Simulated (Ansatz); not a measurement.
Stepwise reaction of `[CH3][Ge]([CH3])([F])[F]` with hydrogen chloride, as a gas-phase model of exchange steps in deposition or etching. ΔE in kJ/mol; ΔG adds harmonic PBE0-D4 terms to CCSD(T)/CBS, at 1 bar.

Program: Ansatz. Geometries: PBE0-D4/def2-TZVP. ΔE: electronic, gas phase. CCSD(T)/CBS adds triple-zeta CCSD(T) − MP2 to the extrapolated MP2 energy (def2 sets, frozen cores). This one scheme is used for every species. DFT in def2-TZVPP. B3LYP here is the variant with VWN-RPA as its local correlation; programs differ in this. For Ge outer-core shells are correlated without core-valence functions, which leaves a few kJ/mol of doubt a bond. Scalar relativity is left out up to krypton.

```csv
step,reaction,PBE-D4,B3LYP-D4,ωB97M-V,CCSD(T)/CBS,ΔG(600 K)
2,`[CH3][Ge]([F])([F])[Cl]` + HCl → `[F][Ge]([F])([Cl])[Cl]` + CH₄,-54.6,-56.8,-54.9,-49.2,-31.9
```

Task: Give the row of step 1, `[CH3][Ge]([CH3])([F])[F]` + HCl → `[CH3][Ge]([F])([F])[Cl]` + CH₄. (An estimate is asked.)

Result: The calculation gave: 
```csv
step,reaction,PBE-D4,B3LYP-D4,ωB97M-V,CCSD(T)/CBS,ΔG(600 K)
1,`[CH3][Ge]([CH3])([F])[F]` + HCl → `[CH3][Ge]([F])([F])[Cl]` + CH₄,-81.7,-84.6,-81.9,-76.5,-65.8
```

Task: By hand: ΔE of the 2 steps together at CCSD(T)/CBS.

Result: (-76.5) + (-49.2) = -125.7 kJ/mol, or -62.9 kJ/mol a step.

In ΔE each step is higher than the one before. All are downhill at CCSD(T)/CBS. ΔG lies between -65.8 and -31.9 kJ/mol a step. PBE-D4 differs from CCSD(T)/CBS by -5.4 to -5.2 kJ/mol a step. Isolated molecules leave out the surface, adducts and barriers. Largest T1 diagnostic: 0.011.
